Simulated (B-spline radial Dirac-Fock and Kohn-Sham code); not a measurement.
These are calculated numbers from a radial atomic solver; the model is Dirac-Fock ΔSCF + Breit + QED. Two-hole levels are in intermediate coupling, intensities from independent-particle Coulomb rates.

Problem. These computed lines form the K-LL Auger spectrum of a free neutral atom. Which element, and how are the lines assigned?

```
kinetic energy (eV)  relative intensity
            42566.1                  30
            43108.8                  41
            43150.8                   5
            43591.8                   7
            44265.1                  32
            44343.2                   8
            44798.0                 100
            45954.2                   5
            46003.0                  35
```

Solution. Hf ([Xe] 4f14 5d2 6s2). From low to high energy: K-L1L1 ¹S0, K-L1L2 ³P1, K-L1L2 ³P0, K-L2L2 ³P0, K-L1L3 ¹P1, K-L1L3 ³P2, K-L2L3 ¹D2, K-L3L3 ¹S0, K-L3L3 ³P2. The labels give the leading jj configuration and the leading LS term by weight; in heavy atoms the literature often keeps the label of the LS limit instead.
